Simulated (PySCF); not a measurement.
# BeC⁺, r²SCAN: how much the basis matters

PySCF, UKS reference; quartet, unpaired electrons σ ↑, π ↑↑; De to Be⁺ + C without counterpoise correction.

| basis | relativity | functions | Re (Å) | ωe (cm⁻¹) | De (eV) | μ (D) |
| --- | --- | --- | --- | --- | --- | --- |
| jorge-DZP-DKH | spin-free X2C | 30 | 1.597 | 1101 | 2.94 | -5.44 |
| aug-pcseg-1 | no relativity | 36 | 1.590 | 1100 | 2.84 | -5.49 |
| aug-cc-pVDZ | no relativity | 46 | 1.589 | 1106 | 3.00 | -5.49 |

(1) How does each smaller set differ from the one with most functions, aug-cc-pVDZ?

A positive dipole points towards C; it is taken about the centre of mass and depends on that origin. For an ion De counts to the pair picked by the measured ionisation energies or electron affinities, which need not be the lowest pair at this level. The state is the lowest determinant that a PBE0 search found; another state may lie lower at other levels.

Results:

(1) jorge-DZP-DKH: +0.8 pm, -0.5 % in ωe, -0.06 eV in De; aug-pcseg-1: +0.1 pm, -0.5 % in ωe, -0.16 eV in De. All at r²SCAN; the set with most functions is neither the basis-set limit nor always the best. The rows treat relativity differently, so the differences are not basis effects alone.
